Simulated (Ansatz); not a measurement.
Total energies of `C[O][Ge][OH]`.

Cartesian coordinates in Å:
```
C -0.633 -0.217 -0.743
O -0.685 0.981 -0.014
Ge 0.390 1.474 1.330
O 1.484 0.063 1.453
H -1.430 -0.208 -1.490
H 0.321 -0.335 -1.274
H -0.785 -1.096 -0.103
H 1.338 -0.663 0.840
```

Total charge 0; spin multiplicity 1. Correlated methods include outer-core shells of Ge, which these sets cover unevenly. Scalar relativity is left out up to krypton. All single points use the PBE0-D4/def2-TZVP geometry. It is one conformer, not always the lowest. Basis def2-TZVPP, Ansatz 0.2.0.

RPA on PBE orbitals: Hartree–Fock energy of these orbitals -2265.34399 Eh, correlation -1.37893 Eh (frozen core).

| functional | energy without D4 (Eh) | D4 term (kJ/mol) |
| --- | --- | --- |
| LDA (SPW92) | -2263.48280 | – |
| PBE | -2267.56399 | -14.4 |
| revPBE | -2267.86839 | -45.7 |
| BLYP | -2268.11160 | -32.3 |
| r2SCAN | -2267.97992 | -3.4 |
| B97M-V | -2267.65026 | – |
| PBE0 | -2267.61444 | -12.1 |
| B3LYP | -2268.14128 | -23.5 |
| r2SCANh | -2267.95894 | -3.6 |
| r2SCAN0 | -2267.92913 | -4.0 |
| HSE06 (plane-wave form) | -2267.60604 | -11.2 |
| BHLYP | -2267.96767 | -17.8 |
| CAM-B3LYP | -2268.14284 | -12.2 |
| LC-ωPBE | -2267.69426 | – |
| ωB97X-V | -2267.83236 | – |
| ωB97M-V | -2267.91027 | – |
| B2PLYP | -2267.59076 | – |
| PBE-QIDH | -2267.25780 | – |

B3LYP takes the VWN-RPA correlation (the form of Gaussian; ORCA's B3LYP/G). HSE06 is the plane-wave form, built on full-range PBE exchange. The double hybrids freeze the cores in their second-order part.

LC-ωPBE has ω = 0.4 bohr⁻¹.
